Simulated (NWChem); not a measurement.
System: C2H7FSi2; SMILES F[C@H]1C[SiH2][SiH2]1

NWChem input:

```
start job
memory heap 200 mb stack 900 mb global 1100 mb
geometry units angstroms noautosym nocenter noautoz
  F      0.539359     1.583267     0.957507
  C      0.259970     1.107378    -0.341781
  C      1.259395    -0.023863    -0.661834
  Si     0.417891    -1.441971     0.349031
  Si    -1.353176     0.022245    -0.158634
  H      0.302880     1.975694    -1.035556
  H      1.196042    -0.282137    -1.741513
  H      2.310622     0.255504    -0.438687
  H      0.836755    -1.494990     1.790976
  H      0.510193    -2.823780    -0.240735
  H     -1.983605    -0.279627    -1.494970
  H     -2.393895     0.537687     0.795222
end
basis spherical
  F library aug-cc-pvdz
  C library aug-cc-pvdz
  Si library aug-cc-pvdz
  H library aug-cc-pvdz
end
dft
  xc b3lyp
  iterations 150
  semidirect filesize 400000000
end
property
  response 1 0.0773
end
task dft property
```

Geometry: optimised at PBE-D3(BJ)/def2-SVP. B3LYP is NWChem's, with the RPA form of VWN correlation.

Field at 589 nm.

Problem. Predict the main results of this run. (B3LYP/aug-cc-pVDZ.) Quantities: isotropic polarisability (bohr³); anisotropy (bohr³).

Solution. 
```
Quantity                          Value
--------------------------------  -----
isotropic polarisability (bohr³)   88.4
anisotropy (bohr³)                 20.7
```
